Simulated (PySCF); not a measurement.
## How far are cheaper levels from CCSD(T)/CBS for CaF?

PySCF; the state is a doublet (σ ↑). The composite is CCSD(T) extrapolated to the basis-set limit from two correlation-consistent sets, with core-valence (CV) and scalar-relativistic (SR) terms as its label shows; it has no spin–orbit coupling and nothing beyond (T). Here it is CCSD(T)/CBS(DT)+CV. It gives Re = 1.957 Å, ωe = 586 cm⁻¹ and De = 5.51 eV to Ca + F.

```
      level        basis     relativity  Re (Å)  ωe (cm⁻¹)  De (eV)
UHF-SCS-MP2   def2-TZVPP  no relativity   1.995        567     5.26
UHF-CCSD(T)      pcseg-1  no relativity   1.994        599     4.97
     revPBE  aug-pcseg-1  no relativity   1.971        581     5.94
       PW91      pcseg-1  no relativity   1.936        633     6.07
       BP86        3-21G  no relativity   2.124        454     3.57
       TPSS   def2-TZVPP  no relativity   1.953        592     5.81
     r²SCAN  aug-pcseg-1  no relativity   1.958        605     6.19
       PBE0      pcseg-1  no relativity   1.943        633     5.61
       PBE0  x2c-TZVPall  spin-free X2C   1.950        593     5.49
       MN15   def2-TZVPP  no relativity   1.957        589     5.30
```

Problem. Give the difference of each row from the composite.

Solution. 

```csv
level,basis,ΔRe (pm),Δωe (%),ΔDe (eV)
UHF-SCS-MP2,def2-TZVPP,+3.8,-3.2,-0.25
UHF-CCSD(T),pcseg-1,+3.7,+2.2,-0.54
revPBE,aug-pcseg-1,+1.4,-0.9,+0.43
PW91,pcseg-1,-2.1,+8.0,+0.56
BP86,3-21G,+16.7,-22.5,-1.94
TPSS,def2-TZVPP,-0.4,+1.0,+0.30
r²SCAN,aug-pcseg-1,+0.1,+3.2,+0.68
PBE0,pcseg-1,-1.4,+8.0,+0.10
PBE0,x2c-TZVPall,-0.7,+1.2,-0.02
MN15,def2-TZVPP,+0.0,+0.5,-0.21
```

Problem. Which rows come closest in De?

Solution. PBE0 in x2c-TZVPall (-0.02 eV), counted from the composite.

Correlated steps freeze 6 core orbitals. Correlated levels converge slowly with the basis: in double zeta they bind strong bonds too weakly, by up to about 1 eV, and carry superposition errors of some tenths. 3-21G is very small, so such numbers show the basis as much as the molecule. The state is the lowest determinant that a PBE0 search found; another state may lie lower at other levels.
